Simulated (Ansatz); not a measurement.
A nudged elastic band was laid between two geometries of C₃H₈O₂Si (14 atoms, charge 0, multiplicity 1).

These are results of RKS BLYP/def2-SVP (Ansatz 0.2.0), not measurements.

- movable images: 7
- climbing image: yes
- spring: 20.0 eV/Å²
- optimiser: quadratic models (default)
- start path: through a guess of the saddle point
- force threshold: 0.03 eV/Å
- iteration limit: 60
- end points: relaxed

Initial state:

```xyz
14
Properties=species:S:1:pos:R:3
C 0.150 -2.950 -0.295
C 0.423 -1.765 0.282
O 0.031 -0.564 -0.256
Si 0.137 0.965 0.480
C -0.046 2.188 -0.934
O -1.023 1.155 1.682
H -0.418 -3.009 -1.235
H 0.503 -3.878 0.173
H 0.997 -1.702 1.227
H 1.431 1.071 1.218
H -0.027 3.231 -0.559
H 0.781 2.067 -1.664
H -0.999 2.033 -1.480
H -1.953 1.128 1.391
```

Final state:

```xyz
14
Properties=species:S:1:pos:R:3
C -0.032 -2.831 -0.172
C 0.644 -1.694 0.091
O 0.198 -0.453 -0.273
Si 0.976 1.064 0.212
C 0.064 2.180 -1.067
O -0.771 1.283 1.577
H -0.991 -2.813 -0.710
H 0.383 -3.799 0.139
H 1.619 -1.715 0.620
H -0.501 0.947 2.458
H 0.009 3.229 -0.707
H 0.657 2.191 -2.009
H -0.958 1.829 -1.320
H -1.309 0.553 1.190
```

(1) Which bonds break or form, and what moves?

(2) Give the energies along the band, and the barrier.

(3) What is the geometry of the highest image?

Answers

(1) Bonds broken: Si4–O6, Si4–H10. Bonds formed: O6–H10. C3H8O2Si becomes C3H6OSi + H2O.

(2) The forces met the threshold. The highest image is number 5 of 0 to 8, 3.02 eV above the first end and 0.86 eV above the last; the last end lies 2.16 eV above the first. Neighbouring images differ by up to 2.1 eV, so the band resolves the path poorly. Another band between the same ends (7 images) ends at a top of the same energy, where a vibrational analysis finds 1 clearly imaginary mode. The orbitals stay closed-shell, which can raise the energy where a bond breaks towards radicals; this wasn't checked here.

| image | path coordinate (Å) | energy (eV) | Si4–O6 (Å) | Si4–H10 (Å) | O6–H10 (Å) |
| --- | --- | --- | --- | --- | --- |
| 0 | 0.00 | 0.00 | 1.68 | 1.49 | 2.50 |
| 1 | 0.75 | 0.02 | 1.68 | 1.50 | 2.52 |
| 2 | 1.49 | 0.02 | 1.68 | 1.50 | 2.64 |
| 3 | 2.24 | 0.02 | 1.68 | 1.50 | 2.60 |
| 4 | 2.98 | 0.90 | 1.70 | 1.50 | 2.08 |
| 5 | 3.73 | 3.02 | 1.98 | 1.64 | 1.31 |
| 6 | 4.38 | 2.30 | 2.24 | 2.30 | 0.99 |
| 7 | 5.02 | 2.18 | 2.24 | 2.66 | 0.98 |
| 8 | 5.67 | 2.16 | 2.23 | 2.69 | 0.98 |

(3) 
```xyz
14
Properties=species:S:1:pos:R:3
C 0.044 -2.913 -0.294
C 0.505 -1.741 0.180
O 0.118 -0.526 -0.331
Si 0.501 1.016 0.323
C 0.068 2.196 -1.093
O -1.002 1.365 1.563
H -0.676 -2.950 -1.124
H 0.396 -3.856 0.145
H 1.232 -1.696 1.015
H 0.250 1.269 1.929
H 0.018 3.238 -0.719
H 0.830 2.149 -1.898
H -0.918 1.917 -1.522
H -1.379 0.503 1.855
```

Time of the run: 5.2 min on 2 threads of Intel(R) Xeon(R) Platinum 8488C (Sapphire Rapids), with other jobs on the host, peak memory 0.19 GiB.
